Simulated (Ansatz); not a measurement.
`C[NH][GeH2][F]` → `[F][GeH]` + CH₃NH₂ at 500 K and 1 bar (germylene formation by 1,1-elimination).

Calculated with Ansatz (gas phase, PBE0-D4/def2-TZVP geometries, no zero-point term in ΔE). CCSD(T)/CBS adds triple-zeta CCSD(T) − MP2 to the extrapolated MP2 energy (def2 sets, frozen cores). For Ge outer-core shells are correlated without core-valence functions, which leaves a few kJ/mol of doubt a bond. Scalar relativity is left out up to krypton. One conformer a species, not always the lowest.

| species | CCSD(T)/CBS energy (Eh) | H − E (kJ/mol) | S (J/(mol·K)) |
| --- | --- | --- | --- |
| `C[NH][GeH2][F]` | -2272.30685 | 232.7 | 389.3 |
| `[F][GeH]` | -2176.50038 | 39.0 | 274.7 |
| CH₃NH₂ | -95.75281 | 191.8 | 270.3 |

H − E and S are ideal-gas, rigid-rotor, harmonic terms from PBE0-D4/def2-TZVP, for one conformer and one mirror image of each species. 1 Eh = 2625.50 kJ/mol, R = 8.31446 J/(mol·K).

Problem. By hand: ΔE, ΔH, ΔS and ΔG.

Solution. ΔE = (-2176.50038) + (-95.75281) − (-2272.30685) = 0.05366 Eh = 140.9 kJ/mol. Δ(H − E) = 39.0 + 191.8 − 232.7 = -1.9, so ΔH = 139.0 kJ/mol. ΔS = 274.7 + 270.3 − 389.3 = 155.7 J/(mol·K). ΔG = 139.0 − 500 × (155.7)/1000 = 61.2 kJ/mol.

Problem. By hand: the equilibrium constant, and the temperature at which ΔG would vanish if ΔH and ΔS stayed fixed.

Solution. log₁₀ K = −ΔG/(RT ln 10) = -6.4. ΔG = 0 at ΔH/ΔS = 893 K.

The number of gas molecules changes by +1, which sets the sign of ΔS. A doubt of 5 kJ/mol in ΔE shifts log₁₀ K by 0.5 here. Other conformers and mirror images would add mixing entropy, several J/(mol·K) or more a flexible species. These are equilibria of isolated gas molecules and say nothing of rates. Largest T1 diagnostic: 0.014 (customary marks: 0.02 for closed shells, 0.045 for open ones).
